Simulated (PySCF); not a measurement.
From one molecule to another.

First species: CH8F3NSi3.
SMILES with atom numbers: `[F:1][C:2]([F:3])([F:4])[SiH2:5][N:6]([SiH3:7])[SiH3:8]` (hydrogens: H9, H10 on Si5; H11, H12, H13 on Si7; H14, H15, H16 on Si8)

Second species: C5H8F2O2Si.
Geometry (GFN2-xTB, Å), atoms numbered from 1 in this order:
```
atom  x, y, z in Å
O1     2.809   -0.322   -1.447
C2     2.893   -0.035   -0.290
O3     1.902    0.030    0.579
C4     0.597   -0.299    0.095
C5    -0.047    0.874   -0.652
F6    -0.065    1.969    0.193
C7    -1.483    0.494   -0.983
Si8   -2.106   -0.338    0.620
C9    -0.314   -0.678    1.255
F10   -0.124   -2.009    1.585
H11    3.834    0.216    0.227
H12    0.686   -1.142   -0.602
H13    0.548    1.172   -1.523
H14   -1.484   -0.185   -1.834
H15   -2.033    1.385   -1.276
H16   -2.803    0.582    1.514
H17   -2.794   -1.603    0.386
H18   -0.026   -0.105    2.141
```

Levels: PBE0/pcSseg-1 for HOMO energy, LUMO energy and HOMO–LUMO gap. Geometries: GFN2-xTB. Each species is one conformer at its optimised geometry, gas phase, non-relativistic unless stated. Electronic properties by PySCF.

The conformers computed, where there is a choice (atom-mapped SMILES and torsion angles):
- `[F:1][C:2]([F:3])([F:4])[SiH2:5][N:6]([SiH3:7])[SiH3:8]`: F1–C2–Si5–N6 70°, C2–Si5–N6–Si7 5°

The conformers of `O=CO[C@@H]1[C@H](F)C[SiH2][C@H]1F` aren't listed.

Values for the first species:

| Property | Result |
| --- | --- |
| HOMO energy | -7.85 eV |
| LUMO energy | -0.53 eV |
| HOMO–LUMO gap | 7.32 eV |

Question: Estimate the same properties for the second species, and the change in each.

Answer: 
```json
{"property": "HOMO energy", "first": "-7.85 eV", "second": "-8.25 eV", "second less first": "-0.40 eV"}
{"property": "LUMO energy", "first": "-0.53 eV", "second": "-0.05 eV", "second less first": "+0.48 eV"}
{"property": "HOMO–LUMO gap", "first": "7.32 eV", "second": "8.20 eV", "second less first": "+0.88 eV"}
```

